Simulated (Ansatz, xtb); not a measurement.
## Relative energy of two isomers of CHB2Si

Structure a: `B1=C2B[Si]12`, a doublet. Structure b: `[CH]1B2[Si]B12`, a doublet. Both are isolated molecules in the gas phase, relaxed with PBE0-D3(BJ)/pcseg-1.

a (Å):

```yaml
atoms:
  - { symbol: C, position_ang: [-1.2577, 1.4721, 0.7050] }
  - { symbol: B, position_ang: [-0.6473, 2.1698, 1.7829] }
  - { symbol: B, position_ang: [-1.6099, 0.1546, 0.2982] }
  - { symbol: Si, position_ang: [-0.7014, 0.1993, 2.1352] }
  - { symbol: H, position_ang: [-2.0792, -0.6102, -0.4772] }
```

b (Å):

```yaml
atoms:
  - { symbol: C, position_ang: [-1.0217, 1.3713, 0.2572] }
  - { symbol: B, position_ang: [-1.4476, 1.2122, 1.6397] }
  - { symbol: B, position_ang: [-1.2941, -0.0432, 0.4646] }
  - { symbol: Si, position_ang: [-1.9023, -0.6129, 2.2620] }
  - { symbol: H, position_ang: [-0.6981, 2.1004, -0.4794] }
```

Problem. Estimate E(b) − E(a) at the level CCSD(T)/def2-SVP.

Solution. Too close to call at this level: CCSD(T)/def2-SVP gives E(b) − E(a) = −0.76 kcal/mol.

Level by level:

| level | geometry | E(b) − E(a) (kcal/mol) | departure from the last row (kcal/mol) | job, with rough time for the two |
| --- | --- | --- | --- | --- |
| GFN2-xTB | GFN2-xTB | +5.33 | +6.09 | optimisation, 0.12 s |
| HF/STO-3G | GFN2-xTB | +5.95 | +6.71 | single point, 0.44 s |
| r2SCAN-D4/def2-SVP | GFN2-xTB | +1.04 | +1.80 | single point, 2.7 s |
| PBE0-D3(BJ)/pcseg-1 | PBE0-D3(BJ)/pcseg-1 | +0.16 | +0.92 | optimisation, 24 s |
| HF/def2-SVP | PBE0-D3(BJ)/pcseg-1 | +0.49 | +1.25 | part of the CCSD(T) run |
| MP2/def2-SVP | PBE0-D3(BJ)/pcseg-1 | +4.74 | +5.50 | part of the CCSD(T) run |
| CCSD(T)/def2-SVP | PBE0-D3(BJ)/pcseg-1 | −0.76 |  | single point, 5.9 s |

As drawn, b has 1 C–B, 1 B–B, 1 C–H in place of 1 C=B, 1 C–Si, 1 B–H.

The largest departure from CCSD(T)/def2-SVP is that of HF/STO-3G, 6.71 kcal/mol.

With harmonic frequencies from PBE0-D3(BJ)/pcseg-1 (ideal gas, rigid rotor, one conformer each, 298.15 K, 1 atm): the zero-point term adds +0.87 kcal/mol; ΔH is +0.11 and ΔG +0.50 kcal/mol.

Open shells are spin-unrestricted, with notable spin contamination under HF/STO-3G, HF/def2-SVP, MP2/def2-SVP, CCSD(T)/def2-SVP. The correlated steps freeze 8 core orbitals. Run with Ansatz 0.2.0, xtb 6.7.1; the last row on 1 thread of Intel(R) Xeon(R) 6975P-C (Granite Rapids) on a shared host.
